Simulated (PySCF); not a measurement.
C4H12OSi2: core ionisation energies

Species: C4H12OSi2.
Bonds: C1–C2, C2–O3, O3–Si4, Si4–C5, C5–Si6, Si6–C7, Si4–C7. Hydrogens: H8, H9, H10 on C1; H11, H12 on C2; H13 on Si4; H14, H15 on C5; H16, H17 on Si6; H18, H19 on C7.

Computed, not measured: delta-SCF UKS SCAN, pcX-2 on the ionised atom, pcseg-1 elsewhere, spin-free X2C in PySCF 2.14.0. Each binding energy is the total energy of the core-ionised species, with the hole localised on one atom, minus that of the ground state; both are solved self-consistently, so orbital relaxation is included.

Task: Give the core binding energies atom by atom.

Result: 
```
atom(s)                  environment     level  binding energy (eV)  2p1/2 (eV)  above the level's lowest (eV)  count
     C1                methyl carbon      C 1s               290.64           –                          +1.28      1
     C2   sp3 carbon bound to oxygen      C 1s               292.17           –                          +2.81      1
     O3           silyl ether oxygen      O 1s               537.61           –                           0.00      1
    Si4         oxygen-bound silicon  Si 2p3/2               106.74      107.37                          +0.38      1
    Si4         oxygen-bound silicon     Si 1s              1846.67           –                          +0.49      1
  C5/C7  sp3 carbon bound to silicon      C 1s               289.36           –                           0.00      2
    Si6                 SiH2 silicon  Si 2p3/2               106.36      106.98                           0.00      1
    Si6                 SiH2 silicon     Si 1s              1846.18           –                           0.00      1
```

Lowest listed C 1s: C5/C7, bonded to 2 H and 2 Si. Highest, 2.81 eV above it: C2, bonded to O, C and 2 H. The widest gap between neighbouring values is 1.53 eV, between 290.64 and 292.17 eV.

Lowest listed Si 1s: Si6, bonded to 2 C and 2 H. Highest, 0.49 eV above it: Si4, bonded to O, 2 C and H. Summing the Pauling electronegativity differences to the bonded atoms, each weighted by its formal bond order, gives +1.90 for the lowest site and +3.14 for the highest.

The listed Si 2p3/2 values span 0.38 eV, from Si6 (bonded to 2 C and 2 H) to Si4 (bonded to O, 2 C and H).

Task: Give the binding energy of C 1s of C5/C7 in hartree and in kJ/mol.

Result: 289.36 eV = 10.6338 Eh = 27919 kJ/mol.

Topologically equivalent atoms share the value of their first member; where this conformer doesn't relate them by symmetry, their own values could differ. Spin–orbit and ligand-field terms were added within each 2p shell after the spin-free SCF. 2p1/2 minus 2p3/2 (ligand field included): Si 0.62 eV. Geometry: PBE0-D3(BJ)/def2-SVP, one conformer, isolated molecule.

The values belong to the conformer `[CH3:1][CH2:2][O:3][SiH:4]1[CH2:5][SiH2:6][CH2:7]1`: C1–C2–O3–Si4 -176°, C2–O3–Si4–C5 -72°.
